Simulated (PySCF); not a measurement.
ReO₂, SMILES [O]=[Re]=[O] (connectivity only; charge and spin as stated), neutral, multiplicity 4.

Geometry optimised at B3LYP-D3(BJ)/def2-TZVP. The spin state was assumed, not searched. The def2 effective core potentials stand for the cores of Re; spin–orbit coupling is left out.

Two levels are set side by side: PBE/def2-TZVPD (PySCF) and r2SCAN/def2-TZVPD (PySCF). Same geometry, gas phase. Differences are taken from unrounded values.

| quantity | r2SCAN |
|---|---|
| α-spin orbital gap (eV) | 2.71 |
| β-spin orbital gap (eV) | 3.60 |
| dipole moment (D) | 1.88 |
| mean polarisability (bohr³) | 44.1 |

Q: What does PBE give, and how far is it from r2SCAN? (The exact figures need the calculation; the answer reports its results.)

A: 
| quantity | PBE | PBE minus r2SCAN |
|---|---|---|
| α-spin orbital gap (eV) | 2.24 | -0.47 |
| β-spin orbital gap (eV) | 2.68 | -0.92 |
| dipole moment (D) | 1.74 | -0.14 |
| mean polarisability (bohr³) | 45.5 | 1.5 |

Rough cost on one machine, each run with all the roots and properties that it gave: r2SCAN against PBE within a factor of 2.
